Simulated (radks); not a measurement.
Problem. Radial electron density D(r) = 4 pi r^2 rho(r) of an atom or ion with 3 electrons. All-electron calculation, Dirac Kohn-Sham, BLYP, spin-unpolarised, spherical densities, point nucleus. Program: a radial shooting solver on a logarithmic mesh with Libxc functionals.

r (bohr)  D(r) (e/bohr)
0.01893          0.1379
0.0233           0.2017
0.02846          0.2886
0.03505          0.4149
0.0428           0.5815
0.0527           0.8142
0.06437           1.106
0.07925           1.489
0.09758           1.951
0.1192            2.454
0.1467            2.996
0.1792            3.471
0.2207            3.822
0.2695            3.928
0.3318            3.724
0.4053            3.219
0.499             2.462
0.6144            1.642
0.7504           0.9810
0.9239           0.5547
1.128            0.4038
1.389            0.4195
1.697            0.4715
2.089            0.4581
2.552            0.3578
3.142            0.2120
3.869           0.09168
4.725           0.02865
5.818          0.005469
7.106         0.0006709

What is the nuclear charge?

Solution. Z = 4. The innermost maximum, from 1s, lies near gamma/Z bohr with gamma = sqrt(1 - (Z/c)^2) = 1.000, here 0.25 bohr (found: 0.263), and its height grows with Z. The density is that of the beryllium ion Be+ in [He] 2s1; the configuration itself is not fixed sharply by these data. D(r) has 2 maxima, at r = 0.263, 1.84 bohr, and minima at 1.20 bohr, inside which lie 2.07 electrons.
